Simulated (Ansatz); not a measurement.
C2H7NO2Si can be A, `C=C[Si](N)(O)O`, or B, `OC/C(O)=N\[SiH3]`.

Program: Ansatz. Geometries: PBE0-D4/def2-TZVP. ΔE: electronic, gas phase. CCSD(T)/CBS adds triple-zeta CCSD(T) − MP2 to the extrapolated MP2 energy (def2 sets, frozen cores). Functionals use def2-TZVPP. B3LYP here is the variant with VWN-RPA as its local correlation; programs differ in this. One conformer a species, not always the lowest.

Problem. Which isomer does CCSD(T)/CBS put lower? Give the gap. (Best estimate.)

Solution. Ansatz gave: A, by 87.4 kcal/mol.

Problem. Give E(B) − E(A) in kcal/mol with B2PLYP, B3LYP-D4, CCSD(T)/def2-TZVPP, r2SCAN-D4, PBE-D4, CCSD/def2-TZVPP, ωB97M-V. (Estimate.)

Solution. Ansatz gave: B2PLYP 83.8, B3LYP-D4 81.7, CCSD(T)/def2-TZVPP 84.6, r2SCAN-D4 81.2, PBE-D4 75.4, CCSD/def2-TZVPP 85.7, ωB97M-V 83.3. None reverses the order clearly.

Largest T1 diagnostic: 0.013.

From PBE to PBE0 (25 % exact exchange), in def2-TZVPP and without D4, E(B) − E(A) moves by +3.6 kcal/mol.
